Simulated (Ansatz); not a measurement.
`CO[SiH2]Br` + HCl → `Cl[SiH2]Br` + CH₃OH at 600 K and 1 bar (ligand exchange at the Si–O bond).

Gas-phase electronic energies from Ansatz, PBE0-D4/def2-TZVP geometries. CCSD(T)/CBS adds triple-zeta CCSD(T) − MP2 to the extrapolated MP2 energy (def2 sets, frozen cores). This one scheme is used for every species. For Br outer-core shells are correlated without core-valence functions, which leaves a few kJ/mol of doubt a bond. Scalar relativity is left out up to krypton. One conformer a species, not always the lowest.

| species | CCSD(T)/CBS energy (Eh) | H − E (kJ/mol) | S (J/(mol·K)) |
| --- | --- | --- | --- |
| `CO[SiH2]Br` | -2978.70869 | 212.7 | 417.4 |
| HCl | -460.38127 | 35.4 | 207.2 |
| `Cl[SiH2]Br` | -3323.46904 | 89.0 | 356.5 |
| CH₃OH | -115.61712 | 163.6 | 277.3 |

H − E and S are ideal-gas, rigid-rotor, harmonic terms from PBE0-D4/def2-TZVP, for one conformer and one mirror image of each species. 1 Eh = 2625.50 kJ/mol, R = 8.31446 J/(mol·K).

By hand: ΔE, ΔH, ΔS and ΔG.

ΔE = (-3323.46904) + (-115.61712) − (-2978.70869) − (-460.38127) = 0.00380 Eh = 10.0 kJ/mol. Δ(H − E) = 89.0 + 163.6 − 212.7 − 35.4 = 4.5, so ΔH = 14.5 kJ/mol. ΔS = 356.5 + 277.3 − 417.4 − 207.2 = 9.2 J/(mol·K). ΔG = 14.5 − 600 × (9.2)/1000 = 9.0 kJ/mol.

By hand: the equilibrium constant, and the temperature at which ΔG would vanish if ΔH and ΔS stayed fixed.

log₁₀ K = −ΔG/(RT ln 10) = -0.8. ΔG = 0 at ΔH/ΔS = 1576 K, though so small a ΔS makes that figure unsure.

TΔS isn't small against ΔH here. A doubt of 5 kJ/mol in ΔE shifts log₁₀ K by 0.4 here. Other conformers and mirror images would add mixing entropy, several J/(mol·K) or more a flexible species. These are equilibria of isolated gas molecules and say nothing of rates. Largest T1 diagnostic: 0.009 (customary marks: 0.02 for closed shells, 0.045 for open ones).
